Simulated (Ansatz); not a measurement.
[MnS4]- (MnS4⁻), relaxed as a singlet with RKS r2SCAN-D4/def2-SVPD in Ansatz, starting from the GFN2-xTB geometry. Force threshold 0.02 eV/Å.

The restricted singlet is unstable towards broken spin symmetry in Hartree–Fock (as tested in another run); at r2SCAN-D4/def2-SVPD this wasn't settled. The relaxation made no stability test and no search for a lower SCF solution. At PBE0-D4/def2-TZVPD a triplet of charge -1 lies 0.10 eV below the restricted singlet at the same geometry. That triplet is doubtful there (⟨S²⟩ 2.73, where a pure state has 2.00).

Start:

Cartesian coordinates in Å:
```
Mn 0.000 0.000 0.000
S 1.722 -0.982 0.251
S -0.581 0.781 1.744
S -1.396 -1.265 -0.664
S 0.256 1.466 -1.331
```

Estimate the energy that the relaxation releases and the steps that it takes.

0.05 eV, in 3 steps; 9.5 s on 4 threads of Arm Neoverse V1 on a shared host. No frequencies were taken in this run, so the end may be a saddle point.

Does the start keep its bonding and symmetry?

By distances, no bond broke or formed. The bond that changes most is Mn1–S3, from 2.00 to 2.03 Å (atoms count from 1). Point group Td at the start, Td at the end, both within 0.05 Å.

Predict the relaxed structure.


```xyz
5

Mn    0.000    0.000    0.000
S     1.749   -0.997    0.255
S    -0.591    0.793    1.772
S    -1.418   -1.285   -0.675
S     0.260    1.490   -1.352
```
Bond lengths: 4 × Mn–S 2.03 Å.
